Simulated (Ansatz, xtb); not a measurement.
Redistribution: CHBrCl2 + C4H5N → CH2BrCl + C4H4ClN

Species: CHBrCl2 (bromodichloromethane) `ClC(Cl)Br`, singlet; C4H5N (pyrrole) `c1cc[nH]c1`, singlet; CH2BrCl (bromochloromethane) `ClCBr`, singlet; C4H4ClN `Clc1ccc[nH]1`, singlet. The partners trade Cl for H; both sit on C, so the bond types are kept.

Shapes, held fixed at every level: PBE0-D4/def2-TZVP. Programs: Ansatz 0.2.0, xtb 6.7.1. The zero-point and thermal change to 298 K, harmonic and unscaled (PBE0-D4/def2-TZVP), is +0.9 kJ/mol.

```csv
level,kind,ΔH(298 K) (kJ/mol),less CCSD(T)/def2-TZVPP
GFN2-xTB,semi-empirical,-43.5,-24.1
HF/def2-SVP,Hartree–Fock,-29.7,-10.3
HF/def2-TZVPP,Hartree–Fock,-27.9,-8.5
BHLYP-D4/def2-TZVPP,global hybrid,-22.3,-2.9
r2SCAN0-D4/def2-TZVPP,global hybrid,-22.0,-2.6
B2PLYP/def2-TZVPP,double hybrid,-19.7,-0.3
CCSD(T)/def2-SVP,coupled cluster or CI,-20.7,-1.3
CCSD/def2-TZVPP,coupled cluster or CI,-20.9,-1.5
CCSD(T)/def2-TZVPP,coupled cluster or CI,-19.4,0.0
```

The highest level, CCSD(T)/def2-TZVPP, gives ΔH(298 K) = -19.4 kJ/mol; the levels span -43.5 to -19.4. The column of differences is taken from that level and isn't an error. No measured value is set beside it here. Relativity is left out for Br. Outer-core shells of Br are correlated in most correlated rows, in sets that cover them unevenly.
